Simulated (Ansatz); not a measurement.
CHBr2F (SMILES FC(Br)Br) moved off its minimum; all values from Ansatz (a program for electronic structure), cores frozen in correlated methods.
(charge 0, multiplicity 1)
```xyz
5

F     -0.06040     1.66423    -0.62980
C      0.06653     0.74067     0.36550
Br     1.54242    -0.25246    -0.13707
Br    -1.62672    -0.30238    -0.06477
H      0.04093     1.13409     1.16642
```

Forces at B3LYP/def2-TZVPP (eV/Å):

```
atom      Fx      Fy       Fz
----  ------  ------  -------
F1     0.310   1.380    0.338
C2    -1.819  -4.995  -12.685
Br3    1.576  -1.001    0.490
Br4    0.166  -0.137    1.040
H5    -0.233   4.753   10.817
```

Q: Give the forces (eV/Å), the total energy and the dipole at CCSD(T)/aug-cc-pVTZ.

A: 
```tsv
atom	Fx	Fy	Fz
F1	0.306	1.385	0.263
C2	-2.013	-5.279	-12.794
Br3	1.448	-0.960	0.480
Br4	0.479	0.015	1.068
H5	-0.220	4.839	10.983
```
Energy -5283.6183 hartree, dipole 1.44 D.
